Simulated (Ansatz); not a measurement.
Geometry optimisation, Ansatz 0.2.0, RKS B3LYP-D4/def2-SVP.

input.yaml

```yaml
crystal:
  periodic: [false, false, false]
  atoms:
    - { symbol: B, position_ang: [0.0, 0.0, 0.0] }
    - { symbol: Cl, position_ang: [0.0, 0.0, 2.21] }
    - { symbol: Cl, position_ang: [1.6108, 0.0, -0.93] }
    - { symbol: H, position_ang: [-1.0305, 0.0, -0.595] }
    - { symbol: "N", position_ang: [0.3946, 1.7107, 0.5833] }
    - { symbol: H, position_ang: [1.1678, 1.8639, 1.292] }
    - { symbol: H, position_ang: [-0.1526, 2.5377, 0.2089] }
    - { symbol: H, position_ang: [0.2839, 1.231, 1.6502] }
basis:
  gaussian: { orbitals: def2-SVP }
hamiltonian:
  xc: b3lyp
  dispersion: d4
relax:
  f_tol: 0.15
  max_steps: 25
  restrain:
    - { distance: [0, 4], at: 1.55, k: 30.0 }
    - { distance: [7, 1], at: 1.37, k: 30.0 }
    - { distance: [0, 1], at: 3.06, k: 30.0 }
    - { distance: [7, 4], at: 2.26, k: 30.0 }
```

Run as:

```bash
$ ansatz run input.yaml --threads 2 --pin off --max-ram 3072MiB --backend cpu --events-out ev --progress --plain --runs-dir out
```

Question: Where does it end, and by what steps?

Answer: It converged. The restraints hold the end off the free minimum. After 10 steps the energy has fallen by 4.369 eV (the restraints' own energy left out); H6 moved furthest, 1.03 Å.

| step | energy less start (eV) | largest force component (eV/Å) | accepted |
| --- | --- | --- | --- |
| 0 | 0.0000 | 6.034 | yes |
| 1 | -1.0327 | 5.389 | yes |
| 2 | -1.9177 | 5.119 | yes |
| 3 | -3.0427 | 2.959 | yes |
| 4 | -3.8080 | 2.274 | yes |
| 5 | -4.0882 | 2.261 | yes |
| 6 | -4.2646 | 2.434 | yes |
| 7 | -4.3414 | 2.331 | yes |
| 8 | -4.3467 | 1.985 | yes |
| 9 | -4.3368 | 2.329 | yes |
| 10 | -4.3686 | 2.264 | yes |

```xyz
8
Properties=species:S:1:pos:R:3
B 0.205 0.552 -0.246
Cl -0.122 -0.487 2.624
Cl 1.616 -0.444 -0.606
H -0.898 0.162 -0.481
N 0.407 1.916 0.266
H 1.333 2.315 0.377
H -0.356 2.581 0.317
H 0.089 0.749 2.169
```

The run took 25 s on 2 threads of AMD EPYC 7R43 64-Core Processor (Zen 3), on a shared host, peak memory 0.18 GiB.
